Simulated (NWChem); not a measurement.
System: C2H2BCl; SMILES C#CBCl

```xyz
6

B     -0.7750     0.0852     0.0000
C     -0.1355    -1.2865     0.0000
C      0.3560    -2.4018     0.0000
H      0.7949    -3.3844     0.0000
Cl     0.2226     1.5209     0.0000
H     -1.9690     0.2318     0.0000
```
Atoms are numbered in this order, from 1.

Level: PBE0/def2-SVP (NWChem), optimised geometry, unscaled harmonic frequencies. 

```tsv
frequency (cm⁻¹)	IR intensity (km/mol)
167	1.4
271	5.1
450	6.5
698	40.3
793	60.4
793	33.5
810	21.6
947	36.4
1150	267.4
2183	114.2
2673	105.3
3474	48.3
```

```json
{
  "zero_point_energy": "20.6 kcal/mol",
  "thermal correction to the enthalpy at 298.15 K (with zero-point energy)": "24.1 kcal/mol",
  "heat capacity Cv": "14.4 cal/(mol K)",
  "entropy at 298.15 K and 1 atm (symmetry number 1)": "69.3 cal/(mol K)",
  "dipole_moment": "1.44 D"
}
```

Rigid rotor and harmonic oscillator.
